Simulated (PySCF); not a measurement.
**Mo(OH)4: what the settings change**

Mo(OH)4: Mo(IV) (d2), charge 0. The structure is a PBE0-D3(BJ)/def2-TZVP geometry optimised for multiplicity 3; coordination tetrahedral, point group C1, metal–donor distances 1.88–1.92 Å.

The d shell alone is too small an active space for Mo(OH)4 (an active orbital has only 0.57 squared overlap with the free ion's shell): its levels, fitted parameters, g values and moments show what this model gives and aren't sound predictions.

```
9

Mo    0.000    0.000    0.000
O     1.287    0.952    0.988
H     2.224    0.785    0.847
O     0.991   -1.039   -1.266
H     0.788   -0.800   -2.178
O    -0.928   -1.318    0.972
H    -0.722   -2.246    0.819
O    -0.851    0.860   -1.472
H    -1.536    1.515   -1.310
```

Method (PySCF 2.14, density fitting): CASSCF(2,5) with orbitals averaged over all microstates of the shell, strongly contracted NEVPT2 on the averaged canonical orbitals; basis x2c-TZVPall on the metal, x2c-SVPall elsewhere; spin-free X2C; gas phase; spin-orbit coupling by state interaction with the mean-field operator over all roots.

Base run: NEVPT2 ground state 3A2-like, next 1E-like at 6546, then 1E-like at 8362 cm⁻¹, 10Dq(CASSCF) 19822, B(CASSCF) 572, ζ 602 cm⁻¹, D 37.02 cm⁻¹, g 1.879 1.886 1.980, μeff(300 K) 2.72 μB.

Q: What happens with the basis x2c-TZVPall on all atoms?

A: NEVPT2 ground state 3A2-like, next 1E-like at 6535, then 1E-like at 8251 cm⁻¹, 10Dq(CASSCF) 19613, B(CASSCF) 570, ζ 600 cm⁻¹, D 37.93 cm⁻¹, g 1.876 1.883 1.980, μeff(300 K) 2.72 μB. It took 13 s against 7.6 s on a shared host of the same kind.

Q: What happens with orbitals averaged over the highest spin alone?

A: NEVPT2 ground state 3A2-like, next 1E-like at 6602, then 1E-like at 8394 cm⁻¹, 10Dq(CASSCF) 19841, B(CASSCF) 578, ζ 607 cm⁻¹, D 37.53 cm⁻¹, g 1.877 1.884 1.979, μeff(300 K) 2.72 μB.

Charge-transfer states lie outside this active space and may come lower than some of these levels. NEVPT2 on the d shell alone tends to put d–d bands too high for such charged or covalently bound ions.
